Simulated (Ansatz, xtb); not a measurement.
**Two structures of FGeH6NP+**

Structure X: `[NH3+][Ge@H]([F])[PH2]`, a singlet. Structure Y: a singlet given by its coordinates. Both are isolated ions in the gas phase, relaxed with PBE0-D3(BJ)/def2-SVP; the shapes shown needn't be the lowest conformers.

X (Å):

```xyz
10

F     0.1766   -1.9772   -0.3067
Ge   -0.1080   -0.3916    0.3161
N    -1.2171   -1.0996    1.8600
P     1.7172    0.6065    1.2708
H    -2.1589   -0.6951    1.9155
H    -0.7736   -0.9672    2.7762
H    -1.3276   -2.1122    1.7157
H    -1.1725    0.3140   -0.5224
H     2.5520   -0.4602    0.8187
H     1.9120    1.4177    0.1127
```

Y (Å):

```csv
atom,x (Å),y (Å),z (Å)
F,-1.1405,-0.5983,-1.0725
Ge,-0.1079,-1.1903,0.2214
N,0.4494,-2.7750,-1.1482
P,1.7545,0.3837,-0.8089
H,1.4385,-3.0317,-1.2094
H,0.1269,-2.5010,-2.0825
H,-0.0577,-3.6316,-0.9023
H,3.0944,0.3883,-0.3505
H,1.3631,1.7166,-0.5383
H,1.9238,0.4342,-2.2149
```

Close contacts (Å): F1–Ge2 1.76, Ge2–N3 2.17, Ge2–P4 2.65, N3–H5 1.02, N3–H6 1.03, N3–H7 1.03, P4–H8 1.42, P4–H9 1.42, P4–H10 1.42.

Energies in hartree; the thermal terms are from PBE0-D3(BJ)/def2-SVP harmonic frequencies (ideal gas, rigid rotor, one conformer each, 298.15 K, 1 atm) and include the zero-point energy:

|  | X | Y |
| --- | --- | --- |
| E, CCSD(T)/def2-SVP | −2573.586720 | −2573.586737 |
| E, MP2/def2-SVP | −2573.532261 | −2573.529002 |
| E, MP2/def2-TZVPP | −2574.278294 | −2574.273828 |
| zero-point energy | 0.067823 | 0.067435 |
| H(298 K) − E | 0.076430 | 0.076860 |
| G(298 K) − E | 0.034705 | 0.033483 |

Q: Correct the CCSD(T) difference for the basis set by the MP2 change, then work out ΔE, ΔE₀, ΔH and ΔG for X → Y in kJ/mol (1 Eh = 2625.50 kJ/mol) and the equilibrium ratio [Y]/[X].

A: 1. Differences Y − X: CCSD(T) −0.000017, MP2 in the small set +0.003259, MP2 in the large set +0.004466 Eh.
2. ΔE = −0.000017 + (+0.004466 − (+0.003259)) = +0.001190 Eh = +3.12 kJ/mol.
3. ΔE₀ = ΔE + ΔZPE = +0.001190 + (−0.000388) Eh = +2.11 kJ/mol.
4. ΔH = ΔE + (+0.000430) Eh = +4.25 kJ/mol.
5. ΔG = ΔE + (−0.001222) Eh = −0.08 kJ/mol, so ΔS = (ΔH − ΔG)/T = +14.5 J/(mol K).
6. kT = 0.9442 mEh, so K = [Y]/[X] = exp(−ΔG/kT) = exp(+0.03) ≈ 1.

The two are too close for this level to say which is favoured. An error of 4 kJ/mol in ΔG would change K by a factor of 5. Mirror images and further conformers aren't counted.

Other levels gave ΔE = −107.6 (GFN2-xTB); +40.8 (HF/STO-3G, GFN2-xTB geometries); −26.2 (r2SCAN-D4/def2-SVP, GFN2-xTB geometries); −8.7 (PBE0-D3(BJ)/def2-SVP); −4.5 (HF/def2-SVP); +8.6 (MP2/def2-SVP); 0.0 (CCSD(T)/def2-SVP) kJ/mol. The correlated steps freeze 16 core orbitals; the filled d shell of Ge is correlated, in a basis made for valence electrons. Programs: Ansatz 0.2.0, xtb 6.7.1.
